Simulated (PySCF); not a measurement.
# ²⁹Si chemical shifts

Theoretical values (PySCF): GFN2-xTB geometry, shielding tensors at PBE0/pcSseg-1 (GIAO). No relativistic terms, one computed conformer, isolated molecule, fast rotation and ring inversion assumed for equivalent nuclei.

Shieldings were converted by a linear fit to measured shifts: ²⁹Si (scatter 8.9 ppm rms, 25.8 ppm with the 6 outliers that the fit left out vs TMS, solution or neat liquid). A few per cent of atoms miss by over 2 rms, more outside the fitted compound classes.

(1) Give the ²⁹Si shifts of `CC(C)[SiH2][SiH3]`, `FCC/C(=C\O[SiH3])C(F)(F)F`, `[SiH3][SiH2][SiH2]CCl`.

(2) Order these by ²⁹Si shift, lowest first.
A. CCO[Si@@H](O)n1cccc1
B. CC[C@@H](C#N)[SiH2]OC(C)=O
C. C=CC[C@@](C#N)(OC)O[SiH3]
D. CCNC(=O)[C@@H]1[SiH2]CC1=O
E. C#CCn1nc(F)cc1[SiH3]
F. C=CC#C[C@@H]1CS[SiH2]S1

Answers

(1) 
| compound | environment | δ (ppm) |
| --- | --- | --- |
| [CH3:1][CH:2]([CH3:3])[SiH2:4][SiH3:5] | Si4: silicon bonded to C, Si, 2 H | -57.3 |
| [CH3:1][CH:2]([CH3:3])[SiH2:4][SiH3:5] | Si5: silicon bonded to Si, 3 H | -107.2 |
| FCC/C(=C\O[SiH3])C(F)(F)F | silicon bonded to O, 3 H | -32.0 |
| [SiH3:1][SiH2:2][SiH2:3][CH2:4][Cl:5] | Si3: silicon bonded to C, Si, 2 H | -60.9 |
| [SiH3:1][SiH2:2][SiH2:3][CH2:4][Cl:5] | Si1: silicon bonded to Si, 3 H | -102.5 |
| [SiH3:1][SiH2:2][SiH2:3][CH2:4][Cl:5] | Si2: silicon bonded to 2 Si, 2 H | -115.2 |

(2) E (-80.2 ppm, silicon bonded to C, 3 H), D (-66.6 ppm, silicon bonded to 2 C, 2 H, in a 4-membered ring), A (-53.5 ppm, silicon bonded to N, 2 O, H), C (-41.9 ppm, silicon bonded to O, 3 H), B (-24.7 ppm, silicon bonded to C, O, 2 H), F (-8.7 ppm, silicon bonded to 2 S, 2 H, in a 5-membered ring).
